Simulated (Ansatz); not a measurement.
The cluster Li₂Al₃. Total charge 0; doublet. Geometry B3LYP-D4/def2-TZVP; atoms count from 1.

```xyz
5

Al    0.919    0.382    0.722
Al    0.735   -2.223    1.127
Al   -1.439   -0.132    0.189
Li   -0.679    2.414   -0.218
Li    0.463   -0.441   -1.820
```

Another isomer (quartet) lies 0.05 eV lower at PBE0-D4/def2-TZVP; other spin states weren't run for this one.

Question: Estimate the Mulliken populations from the PBE0/def2-TZVP orbitals of Ansatz.

Answer: 
```csv
atom,charge (e),spin (α − β)
Al1,-0.50,0.50
Al2,-0.02,0.15
Al3,-0.41,0.39
Li4,0.47,-0.02
Li5,0.45,-0.02
```
Mulliken values depend strongly on the basis.

Question: Where does the spin sit?

Answer: Summed by element: Al 1.05, Li -0.05, of 1 unpaired in all. Largest on single atoms: Al1 0.50, Al3 0.39, Al2 0.15.

Question: And the Mayer bond orders between heavy atoms (over 0.3)?

Answer: Al1–Al2 0.86 (2.64 Å); Al1–Al3 1.34 (2.47 Å); Al1–Li4 0.32 (2.75 Å); Al1–Li5 0.36 (2.71 Å); Al2–Al3 0.55 (3.16 Å); Al3–Li4 0.35 (2.69 Å); Al3–Li5 0.33 (2.78 Å).
